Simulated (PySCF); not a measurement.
## UHF on Cl⁺ (chlorine, charge +1)

Configuration: [Ne] 3s2 3p4, high-spin 3P determinant. Computed with PySCF 2.14 in pcseg-2 (5s4p2d1f, 34 functions), with the non-relativistic Hamiltonian (point nucleus).

```json
{"Total energy": "-459.044742 hartree", "One-electron energy": "-627.4451 hartree", "Hartree (Coulomb) energy": "195.6671 hartree", "Exchange energy": "-27.2668 hartree", "Kinetic energy": "459.69183 hartree", "⟨S²⟩": "2.0099", "⟨L²⟩": "2.035", "Sum of ⟨r⟩": "13.36 bohr", "Sum of ⟨r²⟩": "20.80 bohr²", "Traceless quadrupole moment −½Σ⟨3z² − r²⟩ along its main axis": "-1.44 e·bohr²", "Density at the nucleus (Gaussians lack the cusp)": "3140 bohr⁻³", "Spin density at the nucleus": "0.380 bohr⁻³", "Langevin diamagnetic susceptibility": "-16.5 ×10⁻⁶ cm³/mol", "Time after the integrals": "0.07 s of wall time on 1 thread of Neoverse-V2 (shared host)"}
```

| shell | electrons | mean orbital energy (eV) | spread (eV) | rms radius, mean of both spins (bohr) |
| --- | --- | --- | --- | --- |
| 1s α | 1 | -2866.1 | 0 | 0.106 |
| 1s β | 1 | -2865.4 | 0 | 0.106 |
| 2s α | 1 | -301.41 | 0 | 0.482 |
| 2s β | 1 | -300.71 | 0 | 0.482 |
| 2p α | 3 | -232.70 | 0.752 | 0.451 |
| 2p β | 3 | -231.45 | 0.586 | 0.451 |
| 3s α | 1 | -43.525 | 0 | 1.63 |
| 3s β | 1 | -36.612 | 0 | 1.63 |
| 3p α | 3 | -26.356 | 2.247 | 1.86 |
| 3p β | 1 | -23.642 | 0 | 1.86 |
